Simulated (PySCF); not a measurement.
Vertical excitations of a molecule C₄H₉NSi from TDA-PBE/def2-SVPD (PySCF 2.14.0), as energy in eV (oscillator strength): 4.48 (0.004), 4.69 (0.005), 5.50 (0.000), 5.89 (0.002), 5.91 (0.014), 6.16 (0.003), 6.18 (0.006), 6.31 (0.007), 6.66 (0.019), 6.71 (0.024). Lowest triplet (TDA): 4.34 eV. Geometry: B3LYP-D3(BJ)/def2-SVP. One conformer was computed; it need not be the lowest.

### Question
Identify the compound among the candidates.
A. C#C[Si@H](C)NC
B. C=CN([SiH3])C=C
C. C=C(C)/N=C/[SiH3]
D. C[SiH2]CCC#N

### Answer
A, C#C[Si@H](C)NC
